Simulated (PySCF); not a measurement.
The scaffold SiH2(OH)-X carries different groups X. All species are isolated molecules in the gas phase. One relaxed conformer stands for each flexible species; it need not be the lowest. Strings in code marks are SMILES.

The vertical ionisation energy (Delta-SCF) from two functionals at the same geometries (PBE0-D4/def2-TZVP), both in PySCF: PBE-D3(BJ)/def2-TZVP and B3LYP-D3(BJ)/def2-TZVP. B3LYP has the VWN-RPA correlation part, as in Gaussian. Delta-SCF ions had no search for a lower state. 

```tsv
species	PBE-D3(BJ)/def2-TZVP (eV)
X = bromo (`O[SiH2]Br` (H–O–Si–Br torsion 58°))	10.34
X = boryl (`B[SiH2]O`)	9.87
X = germyl (`O[SiH2][GeH3]` (H–O–Si–Ge torsion 60°))	9.56
X = cyanomethyl	10.42
```

Problem. What does B3LYP-D3(BJ)/def2-TZVP give for each?

Solution. 
- X = bromo (`O[SiH2]Br` (H–O–Si–Br torsion 58°)): 10.71
- X = boryl (`B[SiH2]O`): 10.21
- X = germyl (`O[SiH2][GeH3]` (H–O–Si–Ge torsion 60°)): 9.86
- X = cyanomethyl: 10.83
Over these rows, drawn at random from the members with no instability flagged (it was tested for open shells, ions and some series alone), PBE minus B3LYP-D3(BJ): mean -0.35 eV, from -0.40 eV to -0.29 eV.
